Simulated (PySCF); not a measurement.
SMILES CC(C)(C)C[SiH2]C#N, singlet, GFN2-xTB optimised geometry.

```
21

C     -0.65    -2.45    -1.22
C     -0.14    -1.68     0.00
C      1.39    -1.68     0.00
C     -0.64    -2.39     1.27
C     -0.68    -0.25     0.00
Si    -0.17     0.88    -1.44
C     -1.05     2.50    -1.12
N     -1.60     3.49    -0.92
H     -0.34    -3.49    -1.18
H     -0.27    -2.02    -2.14
H     -1.74    -2.42    -1.26
H      1.76    -2.70     0.12
H      1.77    -1.28    -0.93
H      1.77    -1.08     0.82
H     -1.73    -2.40     1.30
H     -0.29    -3.42     1.30
H     -0.27    -1.88     2.16
H     -1.77    -0.29     0.03
H     -0.37     0.23     0.93
H     -0.65     0.44    -2.76
H      1.26     1.21    -1.46
```

Density from PySCF 2.14.0 with PBE0/def2-SVP at that geometry.

Minimum of the electron density along straight lines between bonded atoms, close to the bond critical point (lines longer than 1.1 times the sum of covalent radii, or with two minima, are not listed):

```tsv
bond	length / Å	ρ at the minimum / e bohr⁻³	∇²ρ there / e bohr⁻⁵	position (fraction from the first atom)
C1–C2	1.529	0.244	-0.56	0.50
C2–C3	1.529	0.245	-0.56	0.50
C2–C4	1.533	0.243	-0.55	0.50
C2–C5	1.536	0.238	-0.52	0.49
C5–Si6	1.901	0.114	0.29	0.62
Si6–C7	1.870	[?]	[?]	0.39
C7–N8	1.146	0.480	0.49	0.34
C1–H9	1.088	0.276	-1.01	0.62
C1–H10	1.088	0.276	-1.00	0.62
C1–H11	1.088	0.276	-1.00	0.62
C3–H12	1.088	0.276	-1.01	0.62
C3–H13	1.088	0.276	-0.99	0.62
C3–H14	1.088	0.276	-1.01	0.62
C4–H15	1.088	0.276	-1.00	0.62
C4–H16	1.088	0.276	-1.00	0.62
C4–H17	1.088	0.276	-1.00	0.62
C5–H18	1.094	0.270	-0.96	0.62
C5–H19	1.094	0.270	-0.96	0.62
Si6–H20	1.466	0.119	0.32	0.49
Si6–H21	1.466	0.119	0.32	0.49
```

Problem. Some entries are withheld; supply them.

Solution. 
- Si6–C7, ρ at the minimum / e bohr⁻³: 0.103
- Si6–C7, ∇²ρ there / e bohr⁻⁵: 0.40
